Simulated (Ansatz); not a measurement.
`O[SiH2]/C=[CH]\[GeH2][OH]` and `C=C[SiH2]O` differ in one atom or group.

Ansatz, PBE0-D4/def2-TZVP geometries, multiplicity 1. Each molecule was computed in one conformer, which needn't be the lowest.

Scalar relativity is left out up to krypton.

| property | `O[SiH2]/C=[CH]\[GeH2][OH]` |
| --- | --- |
| HOMO–LUMO gap (B3LYP/def2-TZVPP) / eV | 6.52 |
| LUMO energy (PBE0/def2-TZVPP) / eV | -0.86 |
| size of the dipole moment (ωB97M-V/def2-TZVPP) / D | 2.13 |
| HOMO energy (ωB97M-V/def2-TZVPP) / eV | -10.02 |
| size of the dipole moment (PBE/def2-TZVPP) / D | 1.96 |
| LUMO energy (B3LYP/def2-TZVPP) / eV | -1.05 |

(1) Give the same properties after the change, and the shifts. (Estimate.)

## Answers

(1) The calculation gave: 
```csv
property,`C=C[SiH2]O`,shift
HOMO–LUMO gap (B3LYP/def2-TZVPP) / eV,7.04,0.52
LUMO energy (PBE0/def2-TZVPP) / eV,-0.47,0.39
size of the dipole moment (ωB97M-V/def2-TZVPP) / D,1.59,-0.54
HOMO energy (ωB97M-V/def2-TZVPP) / eV,-10.20,-0.18
size of the dipole moment (PBE/def2-TZVPP) / D,1.51,-0.45
LUMO energy (B3LYP/def2-TZVPP) / eV,-0.69,0.36
```

With PBE0 the HOMO falls by 0.17 eV and the LUMO rises by 0.39 eV, so the gap widens by about 0.56 eV. PBE moves the HOMO by -0.45 eV and ωB97M-V by -0.18 eV. Dipoles are sizes alone; their direction can turn.

B3LYP here is the variant with VWN-RPA as its local correlation; programs differ in this.
